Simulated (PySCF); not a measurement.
AlF3 (SMILES [F][Al]([F])[F]), singlet, geometry from GFN2-xTB (such geometries of metal compounds can be far from the true shape).

Input for PySCF:
```python
from pyscf import gto, scf, dft

mol = gto.M(
    atom='''
Al    0.00000000   -0.00000000   -0.00000000
F    -0.02093275    1.63085400    0.03791596
F     1.42318261   -0.79710311   -0.02717492
F    -1.40224986   -0.83375089   -0.01074104
''',
    basis='cc-pvtz',
    verbose=4,
)

mf = dft.RKS(mol)
mf.xc = 'b3lyp'
mf = mf.density_fit(auxbasis='def2-universal-jkfit')
mf.kernel()
mf.analyze()
```

What dipole moment does PySCF with DF-B3LYP/cc-pVTZ give?

0.00 D

What is the computed nuclear repulsion energy (DF-B3LYP/cc-pVTZ)?

159.3589 Eh

What is the computed total energy (DF-B3LYP/cc-pVTZ)?

-542.332047 Ha

Estimate the number of basis functions that DF-B3LYP/cc-pVTZ returns for this input.

124

Give the HOMO energy at the level DF-B3LYP/cc-pVTZ.

-11.38 eV

What HOMO-LUMO gap does DF-B3LYP/cc-pVTZ give?

9.51 eV
